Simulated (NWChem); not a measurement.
## Correlation energy of selenium dioxide (O$_{2}$Se)

SMILES: [Se](=O)=O
```xyz
3

O      1.3523     0.0000    -0.5852
Se     0.0000     0.0000     0.2754
O     -1.3523     0.0000    -0.5852
```
Charge 0, spin multiplicity 1.

Everything below was run with NWChem. All single points use one geometry, from PBE0/def2-SVP, a minimum by its harmonic frequencies.

Basis set: 3-21G. Each correlation energy counts from its own Hartree-Fock reference.

The Hamiltonian is non-relativistic. The correlated methods keep 11 core orbitals frozen. Coupled-cluster values serve here as a point of comparison, not as the truth.

```
method        correlation energy (mHa)            remark
------------  ------------------------  ----------------
CCSDT                           -368.9  large amplitudes
CCSD(T)                         -369.7                 -
MP2                                  ?                 -
CCSD                                 ?                 -
CCSD+T(CCSD)                         ?                 -
CR-CCSD(T)                      -363.4                 -
CR-CCSD[T]                      -367.6                 -
SCS-MP2                         -356.0                 -
```

### Question
Fill in the missing entries.

### Answer

- MP2, correlation energy (mHa): -372.1
- CCSD, correlation energy (mHa): -344.9
- CCSD+T(CCSD), correlation energy (mHa): -375.4
